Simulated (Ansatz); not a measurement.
```xyz
13

N     0.346    1.917   -0.736
C    -0.437    0.815   -0.589
N    -1.703    0.633   -0.776
C    -1.483   -0.723   -0.253
N    -0.027   -0.426   -0.124
Si    1.171   -0.932    1.015
H    -0.097    2.666   -1.244
H     1.302    1.747   -1.003
H    -1.693   -1.522   -0.968
H    -1.972   -0.918    0.706
H     0.863   -0.562    2.425
H     2.449   -0.285    0.621
H     1.281   -2.409    0.926
```

The species carries charge 0 and has multiplicity 1.

Q: List the PBE/def2-TZVPP orbital energies in eV (Ansatz 0.2.0). (Estimate.)

A: Ansatz gave: Occupied: -1779.98, -381.21, -380.85, -379.42, -271.32, -270.51, -137.70, -94.46, -94.42, -94.41, -25.71, -22.93, -20.05, -16.63, -14.34, -13.95, -13.29, -11.83, -11.04, -10.81, -9.42, -8.95, -8.61, -8.42, -6.51, -6.08, -5.38. Lowest empty: -0.58, -0.04, 0.29, 0.47, 0.99, 1.07, 1.45, 1.60.
